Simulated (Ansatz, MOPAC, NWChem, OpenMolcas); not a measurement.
[SiF5]− (SMILES F[Si-](F)(F)(F)F): methods side by side

[SiF5]−, singlet, SMILES `F[Si-](F)(F)(F)F`. Each level relaxes the structure for itself.

Quantity: the zero-point energy at each level's own minimum, in kJ/mol. The values are calculated.

```csv
level,kind,program,value (kJ/mol)
AM1,semi-empirical,MOPAC,42.8
PM3,semi-empirical,MOPAC,34.9
MNDOD,semi-empirical,MOPAC,38.5
PM7,semi-empirical,MOPAC,35.9
HF/3-21G,Hartree–Fock,OpenMolcas,43.8
HF/6-31G* (Cartesian functions),Hartree–Fock,OpenMolcas,41.2
BP86-D3(BJ)/def2-SVP,GGA,NWChem,38.4
B3LYP/6-31G* (spherical functions),global hybrid,NWChem,39.9
PBE0-D4/def2-TZVPD,global hybrid,Ansatz,37.4
```

Harmonic and unscaled. Sets without diffuse functions describe the anion poorly. The values span 34.9 to 43.8 kJ/mol.
